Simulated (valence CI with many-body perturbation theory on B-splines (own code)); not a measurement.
**Pb50+: E2, M1 decay**

Level of theory: configuration interaction combined with many-body perturbation theory (CI+MBPT): four valence electrons over a frozen Dirac-Fock core [Ar] 3d10, radial functions for each j: 11 s, 11 p, 9 d, 7 f, 5 g, 2 h, 1 i, with the one-electron correlation potential Σ1, the two-electron term Σ2, the three-electron term Σ3, Breit, model QED; selected CI, second order for the rest (own B-spline code, finite nucleus).

The last digits are not significant, and no measured levels were compared; by estimate large intervals hold to a few tenths of a per cent, small ones and those within an open d or f shell to about a per cent.

Lines 1 to 13 of 13 in falling wavelength, among levels below 52.139 Ry, chosen from the decays that carry over 1 % of a level's rate. Wavelengths and rates use the calculated energies. Electric multipoles are in the length gauge, E1 and E2 with the static RPA response of the core. Weak lines are less certain than strong ones. Lines between different terms over intervals too small for the method are left out, as are lines whose strength nearly cancels.

Levels are named by their leading jj configuration (3d3/2^4 stands for four electrons in 3d with j = 3/2), which in mixed levels can hold well under half, so a name can repeat and another be missing.

```
λ vac (Å)                   Upper                   Lower  Type   A (s⁻¹)  Branch %
    124.5  (4s^2 4p3/2 4d5/2) J=4  (4s 4p1/2 4p3/2^2) J=3    M1  3.40e+05       1.2
    78.89  (4s^2 4p3/2 4d5/2) J=4  (4s^2 4p1/2 4d5/2) J=3    M1  2.06e+07      69.7
    78.89  (4s^2 4p3/2 4d5/2) J=4  (4s^2 4p1/2 4d5/2) J=3    E2  4.86e+05       1.6
    78.32  (4s^2 4p3/2 4d5/2) J=4  (4s^2 4p1/2 4d5/2) J=2    E2  7.91e+05       2.7
    76.65  (4s^2 4p1/2 4p3/2) J=1      (4s^2 4p1/2^2) J=0    M1  2.67e+07     100.0
    74.90      (4s^2 4p3/2^2) J=2  (4s^2 4p1/2 4p3/2) J=2    M1  2.13e+07      33.2
    74.90      (4s^2 4p3/2^2) J=2  (4s^2 4p1/2 4p3/2) J=2    E2  2.41e+06       3.8
    74.37  (4s^2 4p1/2 4p3/2) J=2      (4s^2 4p1/2^2) J=0    E2  1.33e+06     100.0
    72.72      (4s^2 4p3/2^2) J=2  (4s^2 4p1/2 4p3/2) J=1    M1  2.19e+07      34.1
    72.72      (4s^2 4p3/2^2) J=2  (4s^2 4p1/2 4p3/2) J=1    E2  1.13e+06       1.8
    70.35      (4s^2 4p3/2^2) J=0  (4s^2 4p1/2 4p3/2) J=2    E2  4.48e+06       6.2
    68.43      (4s^2 4p3/2^2) J=0  (4s^2 4p1/2 4p3/2) J=1    M1  5.01e+07      69.4
    46.29  (4s^2 4p3/2 4d5/2) J=4  (4s 4p1/2^2 4p3/2) J=2    E2  3.09e+05       1.0
```
